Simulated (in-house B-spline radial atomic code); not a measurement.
**RPA and G0W0 on PBE: Mn14+**

Configuration [Ne] 3s1, highest spin, mean-field start PBE. Computed with an all-electron radial atomic-structure program (B-spline basis): all electrons, scalar-relativistic (spin-free one-electron X2C), finite nucleus, each spin shell either full or empty, empty states to l = 9 with an (l + 1/2)⁻⁴ tail; G0W0 by contour deformation at full frequency.

Command:
```bash
python run_gw.py task.json out
```
Settings (radii: box in bohr, nucleus in fm):
```
Z                        25
electrons                11
configuration            [Ne] 3s1
hamiltonian              x2c
method                   pbe,pbe
lmax                     9
rms_radius               3.7057
spin_polarised           True
box_radius               5.25
intervals                65
ion_configuration        [He] 2s2 2p6
```

Cost of the run: 3.5 s on 1 thread of Intel(R) Xeon(R) Platinum 8375C CPU @ 2.90GHz, on a shared host.

Energies (hartree):

```
                                     term        value
                         mean-field total  -1069.87228
Hartree-Fock functional on these orbitals  -1069.68600
                      direct second order     -0.75951
                    second-order exchange      0.29898
                         SOSEX correction      0.28102
```

Problem. What is the RPA correlation energy, and what remains with SOSEX?

Solution. RPA gives -0.71438 hartree (-1.77 eV per electron); RPA + SOSEX gives -0.43336, and the second-order doubles -0.46053 hartree (no singles). SOSEX takes back 39 % of the RPA value.

Quasi-particle levels (eV):

| level | occupied | mean field | Σx - vxc | Σc | QP weight | G0W0 |
| --- | --- | --- | --- | --- | --- | --- |
| 3s up | yes | -422.88 | -11.93 | ? | ? | ? |
| 2p down | yes | -1048.16 | -46.52 | 3.06 | 0.986 | -1091.62 |
| 2p up | yes | -1049.24 | -46.89 | 3.21 | 0.983 | -1092.92 |
| 2s down | yes | -1157.95 | -59.08 | 4.64 | 0.980 | -1212.39 |
| 3s down | no | -416.05 | 15.86 | -3.70 | 0.961 | -403.90 |

G0W0 = mean field + (Σx - vxc) + Σc, with Σc (partial-wave tail included) taken at the quasi-particle energy. Only the outer levels were computed.

Problem. Where does G0W0 put 3s up?

Solution. At -437.32 eV, with Σc = -2.52 eV and a quasi-particle weight of 0.980. The tabulated removal energy is 435.172 ± 0.007 eV (NIST, semi-empirical); the calculation leaves out spin-orbit coupling, Breit and QED terms, and what these don't explain is the method's own error.

Problem. What does it cost to remove one electron (to [He] 2s2 2p6) by differences of total energies, each species on its own start (correlation terms add to the Hartree-Fock functional)?

Solution. PBE 436.99 eV, Hartree-Fock functional 434.63 eV, + RPA 436.63 eV, + RPA + SOSEX 435.22 eV, + second order 435.33 eV. Tabulated: 435.172 ± 0.007 eV (NIST, semi-empirical); the calculation leaves out spin-orbit coupling, Breit and QED terms, and what these don't explain is the method's own error.
